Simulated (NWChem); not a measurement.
System: HfO$_{2}$ cation, doublet; SMILES of the neutral closed-shell parent [Hf](=[O])=[O]

Here is an NWChem input.

```
start job
memory heap 200 mb stack 900 mb global 1100 mb
charge 1
geometry units angstroms noautoz
  Hf     0.241514     0.000000     0.219933
  O      1.422593     0.000000    -1.165959
  O     -1.150167     0.000000    -0.860849
end
basis spherical
  Hf library def2-svpd
  O library def2-svpd
end
ecp
  Hf library def2-ecp
end
dft
  odft
  mult 2
  xc xpbe96 cpbe96
  iterations 150
end
tddft
  cis
  nroots 6
end
task tddft energy
```

Geometry: optimised at PBE0/def2-SVP, spin-unrestricted. This spin state was assumed; another may lie lower. No stability test was run on the SCF state. def2 effective core potentials on Hf; no spin-orbit coupling.

Vertical excitations in the gas phase. Excited states of an open shell can be spin-contaminated.

Problem. Give the results of this calculation. (PBE/def2-SVPD with def2 effective core potentials on Hf, spin-unrestricted, TDA.) Quantities: lowest excitation (eV); oscillator strength of that lowest state; lowest empty minus highest occupied level, either spin (eV).

Solution. The lowest excitation (eV) comes out as 1.55 and the oscillator strength of that lowest state is 0.000. The lowest empty minus highest occupied level, either spin (eV) comes out as 1.65.
